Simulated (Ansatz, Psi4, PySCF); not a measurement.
CH₃S, doublet, geometry from GFN2-xTB. Base run: HF/6-31G* (PySCF).

Geometry (Å):
```xyz
5

C      0.0144     1.1047     0.0073
S     -0.0089    -0.6874    -0.0046
H      1.0472     1.4433     0.0260
H     -0.5094     1.4578     0.8920
H     -0.4810     1.4692    -0.8890
```
Charge 0, spin multiplicity 2.
Orbitals are unrestricted.
All else is at PySCF's defaults.

The same geometry, method and basis name were run in Ansatz (a quantum-chemistry and plane-wave program) and Psi4 and PySCF, at each program's defaults and at the settings that a row names. The base is PySCF at its defaults. Differences at the defaults can come from grids, fitting, cores and function types together.

| code and settings | ΔE vs base (mEh) | basis functions | E (Eh) | SCF cycles | dipole (D) |
|---|---|---|---|---|---|
| PySCF, defaults (exact integrals, spherical functions) | 0.000 | 38 | -437.09915 | 11 | 1.75 |
| Psi4, defaults (density fitting with its default set, Cartesian functions) | -1.658 | 40 | -437.10081 | 10 | 1.75 |
| Ansatz, defaults (factorised integrals, Cartesian functions) | -1.701 | 40 | -437.10086 | - | - |
| PySCF, density fitting with def2-universal-jkfit | 0.015 | 38 | -437.09914 | 11 | 1.75 |
| Psi4, exact integrals, spherical functions | 0.000 | 38 | -437.09915 | 92 | 1.75 |
| Ansatz, high accuracy, Cartesian functions as the basis file defines them | -1.702 | 40 | -437.10086 | - | - |

Open shells are given as the SCF converged; they aren't shown to be the lowest states, and a large step between rows can be another state.
